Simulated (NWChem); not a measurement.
# C$_{4}$H$_{3}$N; SMILES C=C=CC#N

```xyz
8

C      0.4591    -2.2163     0.0000
C     -0.1374    -1.0592     0.0000
C     -0.7522     0.1070     0.0000
C     -0.0541     1.3529     0.0000
N      0.4878     2.3781     0.0000
H      0.7200    -2.7172     0.9386
H      0.7200    -2.7172    -0.9386
H     -1.8487     0.1507     0.0000
```
Atoms are numbered in this order, from 1.

Level: PBE0/def2-SVP (NWChem), optimised geometry, unscaled harmonic frequencies. 

```csv
frequency (cm⁻¹),IR intensity (km/mol)
142,2.3
314,2.7
377,5.3
382,5.4
612,3.1
652,3.8
867,23.3
885,52.6
967,5.5
970,1.2
1125,0.2
1327,0.7
1453,3.6
2091,84.5
2394,23.8
3153,4.0
3174,5.3
3248,4.2
```

```json
{
 "zero_point_energy": "34.5 kcal/mol",
 "thermal correction to the enthalpy at 298.15 K (with zero-point energy)": "38.3 kcal/mol",
 "heat capacity Cv": "16.9 cal/(mol K)",
 "entropy at 298.15 K and 1 atm (symmetry number 1)": "71.1 cal/(mol K)",
 "dipole_moment": "4.28 D"
}
```

Rigid rotor and harmonic oscillator.
